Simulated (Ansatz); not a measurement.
Gas-phase electronic energies from Ansatz, PBE0-D4/def2-TZVP geometries. CCSD(T)/CBS adds triple-zeta CCSD(T) − MP2 to the extrapolated MP2 energy (def2 sets, frozen cores). This one scheme is used for every species. DFT in def2-TZVPP. For Ge outer-core shells are correlated without core-valence functions, which leaves a few kJ/mol of doubt a bond. Scalar relativity is left out up to krypton. One conformer a species, not always the lowest.

`[OH][GeH2][S]S` + `O[SiH2]O` → `O[SiH2][O][GeH2][OH]` + `SS`  (ligand exchange at a Ge–S bond)

```json
{"level": "r2SCAN-D4", "ΔE (kcal/mol)": "1.2"}
{"level": "SCS-MP2/def2-QZVPP", "ΔE (kcal/mol)": "-1.0"}
```

**Question.** What does CCSD(T)/CBS give? (Estimate.)

**Answer.** Computed: +0.3 kcal/mol. The listed levels differ from it by 0.9, -1.3 kcal/mol.

Largest T1 diagnostic among the species: 0.012.

In def2-TZVPP, CCSD(T) changes the Hartree–Fock value by +3.8 kcal/mol (the triples alone add +0.8 kcal/mol) and MP2 by +4.9 kcal/mol. From PBE to PBE0 (25 % exact exchange), in def2-TZVPP and without D4, ΔE moves by −1.0 kcal/mol.
